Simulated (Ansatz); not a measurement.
C$_{4}$H$_{5}$ (SMILES C1[C@]2C[C@H]12), doublet (typed; the unrestricted solution is spin-contaminated), geometry from GFN2-xTB; CAM-B3LYP/STO-3G (Ansatz, an electronic-structure program).

Here is a job for Ansatz.
Ansatz 0.2 input:
```yaml
crystal:
  periodic: [false, false, false]
  atoms:
    - {symbol: C, position_ang: [0.03643608, 1.13523166, 0.30091216]}
    - {symbol: C, position_ang: [0.06332066, -1.14075396, 0.27440395]}
    - {symbol: C, position_ang: [0.78434756, 0.01305905, -0.32576129]}
    - {symbol: C, position_ang: [-0.65722656, -0.00261496, -0.44203833]}
    - {symbol: H, position_ang: [-0.05911017, 1.19718400, 1.38170604]}
    - {symbol: H, position_ang: [0.07077611, 2.09485536, -0.19578110]}
    - {symbol: H, position_ang: [-0.03043843, -1.23009773, 1.35343571]}
    - {symbol: H, position_ang: [0.12017894, -2.08747192, -0.24449230]}
    - {symbol: H, position_ang: [-1.46267287, -0.00400040, -1.13996730]}
basis:
  gaussian:
    orbitals: STO-3G
    occupation: {up: {"A'": 11, "A''": 4}, down: {"A'": 9, "A''": 5}}
hamiltonian:
  xc: cam_b3lyp
magnetization: {spin_polarized: true, initial_magnetization: 1}
```

What the program printed (banner, timings and long lists left out):

```
Functional definition: CAM-B3LYP
the irreps are read with x along [0.000, -0.012, 1.000], y along [-1.000, -0.012, 0.000] and z along [0.012, -1.000, -0.012] of the geometry given
351 factors; integrals over basis functions are off by at most 3.5e-5 eV
133 factors; integrals over basis functions are off by at most 2.1e-6 eV
mean field evaluation 1: about -4157.5877 eV, gradient 1.1e1 eV
mean field evaluation 2: about -4158.7869 eV, gradient 8.7e-1 eV
mean field evaluation 4: about -4158.7873 eV, gradient 1.0e-1 eV
mean field evaluation 8: about -4158.7874 eV, gradient 2.0e-6 eV
mean field -4158.78736484 eV, -152.8326167304 hartree, gradient 2.0e-6 eV, S^2 1.756005; 0 other end points of the search recorded, 0 dependent functions left out
reference -4158.78744498 eV, -152.8326196756 hartree; 15, 14 occupied and 10, 11 virtual orbitals, 351 factors
Total energy: -4158.78744498 eV, -152.8326196756 hartree
```
